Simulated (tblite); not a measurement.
Compound: C4H9OSi (doublet state).
Z-matrix (Å and degrees, GFN2-xTB geometry), rows numbered from 1:
```
C 
C   1  1.3724
C   2  1.3895  1  122.52
C   3  1.4810  2  124.16  1  -179.71
O   2  1.3591  1  120.93  3  -179.97
Si  5  1.6200  2  134.74  1    -1.30
H   1  1.0729  2  121.18  3   179.81
H   1  1.0726  2  120.41  3    -0.03
H   3  1.0780  2  117.89  1    -0.01
H   4  1.0866  3  110.60  2    -1.47
H   4  1.0928  3  110.49  2   119.40
H   4  1.0921  3  110.53  2  -122.49
H   6  1.4649  5  111.48  2   -60.55
H   6  1.4650  5  111.56  2    61.38
H   6  1.4549  5   98.90  2  -179.59
```

All values are computed: GFN2-xTB (tblite) harmonic vibrations without scaling, gas phase. The method is semi-empirical: single wavenumbers can be off by several per cent or more. Modes of hydrogen on silicon can be 10 to 20 % off. One conformer, not necessarily the lowest. Open shells enter through the occupations alone, without spin polarisation, and single modes of such species can be off by tens of per cent.

Harmonic wavenumbers (cm⁻¹): 56.3, 91.1, 136.4, 137.4, 183.2, 236.0, 433.6, 515.3, 521.3, 572.5, 606.0, 623.9, 672.6, 705.4, 744.1, 763.3, 810.4, 828.9, 912.0, 992.3, 1000.0, 1088.8, 1155.6, 1253.9, 1351.7, 1392.0, 1431.9, 1457.6, 1471.3, 1489.5, 2226.2, 2253.7, 2335.2, 2949.5, 2976.0, 3053.5, 3101.8, 3137.2, 3179.8.

A = 4897, B = 1829, C = 1364 MHz; mass 101.042 u (most abundant isotopes); point group Cs, symmetry number 1; spin multiplicity 2.

Question: Zero-point energy?

Answer: ½Σν̃ = 24424 cm⁻¹ = 292.17 kJ/mol.

Question: Give the ideal-gas entropy at 400 K and 1 bar in the rigid-rotor, harmonic-oscillator model (classical rotation).

Answer: Translation 172.53, rotation 119.42, vibration 134.31, spin (R ln 2) 5.76: S = 432.0 J/(mol K).

Question: And Cp and H(400 K) − H(0)?

Answer: Cp = 171.55 J/(mol K), of which vibrations give 138.30 (their classical limit is 39 R = 324.3); H(400 K) − H(0) = 41.46 kJ/mol without the zero-point energy, 28.16 from vibrations.

Question: How do the functions run with temperature in this model?

Answer: 
| T (K) | S (J/(mol K)) | Cp (J/(mol K)) | H − H(0) (kJ/mol) | G − H(0) (kJ/mol) | ln q(vib) |
| --- | --- | --- | --- | --- | --- |
| 100 | 280.2 | 70.4 | 5.09 | -22.93 | 1.32 |
| 200 | 338.6 | 103.2 | 13.70 | -54.01 | 3.45 |
| 300 | 387.4 | 139.6 | 25.85 | -90.35 | 5.57 |
| 500 | 473.2 | 197.7 | 59.97 | -176.64 | 9.79 |
| 800 | 579.0 | 251.7 | 128.11 | -335.08 | 15.80 |
| 1000 | 637.8 | 275.2 | 180.92 | -456.89 | 19.48 |

q(vib) and H(0) count from the zero-point level.

Question: Blend soft modes into free rotors: weight 1/[1 + (100 cm⁻¹/ν̃)⁴] for the oscillator and the rest for a rotor with moment μB/(μ + B), μ = h/(8π²ν), B = 10⁻⁴⁴ kg m². What vibrational entropy results?

Answer: 125.23 J/(mol K) in place of 134.31, which changes −T·S at 400 K by +3.63 kJ/mol.

Hindered rotation and anharmonicity are outside this model. Other conformers, if any are populated, would add a mixing term that is left out.

Time: 0.32 s. Hardware: Arm Neoverse V2, one thread, no GPU, on a shared host. This covers the Hessian and the dipole derivatives.
